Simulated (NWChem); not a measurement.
# C₄H₈O; SMILES C=C(C)OC

```xyz
13

C      1.4416    -0.4546     0.0000
C      0.0990    -0.4755     0.0000
C     -0.7270    -1.7203     0.0000
O     -0.6985     0.6151     0.0000
C     -0.0958     1.8775     0.0000
H      1.9904    -1.3963     0.0000
H      2.0245     0.4665     0.0000
H     -1.3818    -1.7407     0.8854
H     -1.3818    -1.7407    -0.8854
H     -0.0970    -2.6181     0.0000
H     -0.9051     2.6191     0.0000
H      0.5324     2.0284    -0.8962
H      0.5324     2.0284     0.8962
```
Atoms are numbered in this order, from 1.

Geometry: optimised at PBE0/def2-SVP. Not confirmed as a minimum by frequencies.

Task: Give the principal values of the shielding tensors (ppm) of C1, C2, C3, O4, C5 from B3LYP/6-311G** (spherical d), GIAO (NWChem), with their diamagnetic and paramagnetic parts as GIAO splits them.

Result: 
```json
[
 {"atom": "C1", "σ11": "20.8", "σ22": "123.0", "σ33": "162.8", "isotropic": "102.2", "diamagnetic": "255.1", "paramagnetic": "-153.0"},
 {"atom": "C2", "σ11": "-95.6", "σ22": "41.5", "σ33": "99.6", "isotropic": "15.2", "diamagnetic": "254.7", "paramagnetic": "-239.5"},
 {"atom": "C3", "σ11": "139.6", "σ22": "152.6", "σ33": "186.9", "isotropic": "159.7", "diamagnetic": "245.3", "paramagnetic": "-85.6"},
 {"atom": "O4", "σ11": "85.6", "σ22": "240.6", "σ33": "295.8", "isotropic": "207.3", "diamagnetic": "392.4", "paramagnetic": "-185.1"},
 {"atom": "C5", "σ11": "99.1", "σ22": "110.9", "σ33": "176.1", "isotropic": "128.7", "diamagnetic": "248.4", "paramagnetic": "-119.7"}
]
```
